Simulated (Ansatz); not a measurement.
One change: `C[N](C)[Hf]([OH])([N](C)C)[N](C)C` becomes `C[N](C)[Zr]([OH])([N](C)C)[N](C)C`.

Ansatz, PBE0-D4/def2-TZVP geometries, multiplicity 1. Each molecule was computed in one conformer, which needn't be the lowest.

Elements past krypton have def2 core potentials.

```json
{"property": "LUMO energy (ωB97M-V/def2-TZVPP) / eV", "`C[N](C)[Hf]([OH])([N](C)C)[N](C)C`": "1.42"}
{"property": "LUMO energy (B3LYP/def2-TZVPP) / eV", "`C[N](C)[Hf]([OH])([N](C)C)[N](C)C`": "0.00"}
{"property": "HOMO–LUMO gap (PBE0/def2-TZVPP) / eV", "`C[N](C)[Hf]([OH])([N](C)C)[N](C)C`": "6.08"}
{"property": "HOMO energy (B3LYP/def2-TZVPP) / eV", "`C[N](C)[Hf]([OH])([N](C)C)[N](C)C`": "-5.62"}
{"property": "HOMO energy (PBE/def2-TZVPP) / eV", "`C[N](C)[Hf]([OH])([N](C)C)[N](C)C`": "-4.59"}
{"property": "size of the dipole moment (B3LYP/def2-TZVPP) / D", "`C[N](C)[Hf]([OH])([N](C)C)[N](C)C`": "0.71"}
```

Q: Give the same properties after the change, and the shifts. (An estimate is asked.)

A: The calculation gave: 
```csv
property,`C[N](C)[Zr]([OH])([N](C)C)[N](C)C`,shift
LUMO energy (ωB97M-V/def2-TZVPP) / eV,1.08,-0.34
LUMO energy (B3LYP/def2-TZVPP) / eV,-0.10,-0.10
HOMO–LUMO gap (PBE0/def2-TZVPP) / eV,6.02,-0.06
HOMO energy (B3LYP/def2-TZVPP) / eV,-5.67,-0.05
HOMO energy (PBE/def2-TZVPP) / eV,-4.65,-0.06
size of the dipole moment (B3LYP/def2-TZVPP) / D,0.50,-0.21
```

With PBE0 the HOMO falls by 0.05 eV and the LUMO falls by 0.12 eV, so the gap narrows by about 0.07 eV. PBE moves the HOMO by -0.06 eV and ωB97M-V by -0.04 eV. Dipoles are sizes alone; their direction can turn.

B3LYP here is the variant with VWN-RPA as its local correlation; programs differ in this.
